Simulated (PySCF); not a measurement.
## Structure and vertical S1–T1 gap

Method: TDA wB97X-D/def2-TZVPD excited states, vertical, gas phase (PySCF). Geometry: PBE0-D3(BJ)/def2-SVP.

Each molecule in one low-energy conformer.

Problem. How does the vertical S1–T1 gap change along this series?
- OCc1cccs1 (H on C replaced by CH2OH)
- N#Cc1cccs1 (H on C replaced by CN)
- O=Cc1cccs1 (H on C replaced by CHO)

Solution. 
| molecule | S1 (eV) | S1 from | f(S1) | T1 (eV) | T1 from | S1 − T1 (eV) | S0–T1 spin-orbit coupling (cm⁻¹) | S1–T1 spin-orbit coupling (cm⁻¹) |
| --- | --- | --- | --- | --- | --- | --- | --- | --- |
| OCc1cccs1 | 5.84 | HOMO→LUMO | 0.140 | 3.72 | HOMO→LUMO | 2.12 | 1.54 | 9.14 |
| N#Cc1cccs1 | 5.35 | HOMO→LUMO | 0.244 | 3.38 | HOMO→LUMO | 1.97 | 0.24 | 0.01 |
| O=Cc1cccs1 | 3.92 | HOMO−1→LUMO | 0.000 | 3.20 | HOMO→LUMO | 0.72 | 0.06 | 19.49 |

The vertical S1–T1 gap is lowest for O=Cc1cccs1 and highest for OCc1cccs1.
